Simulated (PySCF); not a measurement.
Harmonic spectrum computed at PBE0 in the def2-TZVP basis family (core potentials from Rb on, PySCF, no spin–orbit coupling):

| ω (cm⁻¹) | IR (km/mol) |
| --- | --- |
| 163 | 19.3 |
| 433 | 189 |
| 461 | 163 |
| 713 | 188 |
| 1045 | 330 |
| 3947 | 180 |

Problem. Which molecule gave it? In each, all ligands are bound to the one heavy central atom.
A. ZrO(OH) (doublet)
B. TiO(OH) (doublet)
C. IO(OH) (singlet)
D. BO(OH) (singlet)
E. MoO(OH) (quartet)

Solution. B. It has Cs symmetry with O–H 0.956 Å, Ti–O 1.611 Å, Ti–O 1.828 Å.
